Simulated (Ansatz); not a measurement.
Cost and result for the atomization energy of CH8Si3, SMILES `[SiH3]C1[SiH2][SiH2]1` (12 atoms, 12 bonds).

```csv
atom,x (Å),y (Å),z (Å)
Si1,-1.533,0.412,0.693
C2,0.229,0.713,0.192
Si3,0.866,-0.207,-1.249
Si4,1.550,-0.376,1.156
H5,-1.687,0.446,2.175
H6,-2.444,1.442,0.123
H7,-1.956,-0.931,0.213
H8,0.506,1.768,0.190
H9,1.610,0.552,-2.281
H10,0.051,-1.305,-1.804
H11,0.689,-1.638,1.065
H12,2.119,-0.876,-0.474
```

The species carries charge 0 and has multiplicity 1. The geometry is a stationary point of PBE0-D4/def2-TZVP. Program: Ansatz. All runs use 4 threads of an Arm Neoverse V2 on a shared host. Times are those of one run each, without the atoms' runs, and a repeat can differ threefold. Electronic energies, without spin–orbit coupling; frozen cores. CCSD(T)/CBS adds CCSD(T) − MP2 in def2-TZVPP to the MP2 limit, and its time is that of the two runs behind it. T1 = 0.015. HSE06 is the plane-wave form, built on full-range PBE exchange.

CCSD(T)/CBS is a level of theory with its own doubt, some kJ/mol a heavy atom from the limit and from the frozen cores, so smaller differences don't rank the functionals.

| level | functions | wall time | atomization (kcal/mol) | difference from CCSD(T)/CBS | per bond |
| --- | --- | --- | --- | --- | --- |
| revPBE-D4/def2-TZVPP | 269 | 2.2 s | 877.2 | -15.7 | -1.3 |
| BLYP-D4/def2-TZVPP | 269 | 2.2 s | 880.4 | -12.5 | -1.0 |
| CCSD(T)/def2-SVP | 108 | 2.8 s | 833.3 | -59.6 | -5.0 |
| HSE06-D4/def2-TZVPP | 269 | 3.6 s | 886.3 | -6.6 | -0.5 |
| r2SCAN-D4/def2-TZVPP (with forces) | 269 | 5.5 s | 892.6 | -0.3 | 0.0 |
| r2SCANh-D4/def2-TZVPP | 269 | 6 s | 890.1 | -2.8 | -0.2 |
| B2PLYP/def2-TZVPP | 269 | 6.5 s | 876.7 | -16.2 | -1.4 |
| PBE-QIDH/def2-TZVPP | 269 | 6.5 s | 883.1 | -9.8 | -0.8 |
| ωB97X-V/def2-TZVPP | 269 | 8.5 s | 898.1 | 5.2 | 0.4 |
| B97M-V/def2-TZVPP | 269 | 9 s | 900.1 | 7.2 | 0.6 |
| MP2/def2-QZVPP | 507 | 22 s | 880.2 | -12.7 | -1.1 |
| CCSD(T)/def2-TZVPP | 269 | 99 s | 870.2 | -22.7 | -1.9 |
| CCSD(T)/CBS(def2) | – | 2 min | 892.9 | 0.0 | 0.0 |

Leaving LDA and LC-ωPBE aside and taking each functional with its dispersion term where it has one, the values spread over 23.4 kcal/mol, from B2PLYP to B97M-V. LDA lies +111.6 kcal/mol from PBE without D4, its usual overbinding. The D4 term adds +13.0 kcal/mol with B3LYP and +6.8 kcal/mol with PBE0; it sums over pairs of atoms, weighted by their polarisabilities, and B3LYP, whose exchange is more repulsive, gets the larger term. In def2-TZVPP, CCSD(T) changes the Hartree–Fock value by +202.8 kcal/mol (the triples alone add +10.4 kcal/mol) and MP2 by +199.3 kcal/mol; breaking electron pairs costs correlation energy, which Hartree–Fock lacks.

B3LYP here is the variant with VWN-RPA as its local correlation; programs differ in this.
